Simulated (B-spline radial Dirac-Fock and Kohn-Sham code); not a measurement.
# Two-hole binding energies of Er⁵⁺

System: erbium as Er⁵⁺, [Kr] 4d10 4f10 5s2 5p5.

Input file task.json (cfg lists n, l and occupation; rrms is the nuclear radius in fm):

```json
{"items": [{
  "Z": 68,
  "q": 5,
  "cfg": [[1, 0, 2], [2, 0, 2], [2, 1, 6], [3, 0, 2], [3, 1, 6], [3, 2, 10], [4, 0, 2], [4, 1, 6], [4, 2, 10], [4, 3, 10], [5, 0, 2], [5, 1, 5]],
  "A": 166,
  "rrms": 5.2516,
  "do": ["binding", "quiet", "double"]
}]}
```

Launch: `python xray_run.py task.json out`

These are calculated numbers from a B-spline atomic structure program; the model is ΔSCF Dirac-Fock with Breit, self-energy and vacuum polarisation, finite nucleus, configuration average. U is the two-hole binding energy less the two single-hole energies, the effective repulsion of the holes after relaxation. Each two-hole energy is an average over J within one jj subconfiguration.

| holes | E(a) (eV) | E(b) (eV) | E(ab) (eV) | U (eV) |
| --- | --- | --- | --- | --- |
| 1s⁻² | 57561.2 | 57561.2 | 116350.1 | 1227.6 |
| 1s⁻¹ 2p1/2⁻¹ | 57561.2 | 9343.8 | 67265.8 | 360.7 |
| 1s⁻¹ 3d3/2⁻¹ | 57561.2 | 1533.2 | 59186.8 | 92.4 |
| 1s⁻¹ 3d5/2⁻¹ | 57561.2 | 1492.0 | ? | ? |
| 2p1/2⁻² | 9343.8 | 9343.8 | 18941.4 | 253.8 |
| 2p1/2⁻¹ 2p3/2⁻¹ | 9343.8 | 8437.5 | 18000.8 | 219.5 |
| 2s⁻¹ 3p3/2⁻¹ | 9837.7 | 1896.5 | 11813.9 | 79.8 |
| 2s⁻¹ 3d3/2⁻¹ | 9837.7 | 1533.2 | 11460.5 | 89.7 |
| 2s⁻¹ 3d5/2⁻¹ | 9837.7 | 1492.0 | 11416.9 | 87.2 |
| 2p1/2⁻¹ 3d3/2⁻¹ | 9343.8 | 1533.2 | 10965.2 | 88.2 |
| 2p3/2⁻¹ 3d3/2⁻¹ | 8437.5 | 1533.2 | 10062.3 | 91.6 |
| 2p3/2⁻¹ 3d5/2⁻¹ | 8437.5 | 1492.0 | 10016.0 | 86.5 |
| 3p1/2⁻² | 2089.6 | 2089.6 | 4245.3 | 66.1 |
| 4d3/2⁻¹ 4d5/2⁻¹ | 262.0 | 254.1 | 544.3 | 28.2 |

**Question.** Give the missing two-hole energy and U.

**Answer.** E(ab) = 59142.4 eV and U = 89.2 eV.

Run: 70 s of CPU time on 1 thread of Neoverse-N1 (shared host), peak memory 0.51 GiB.
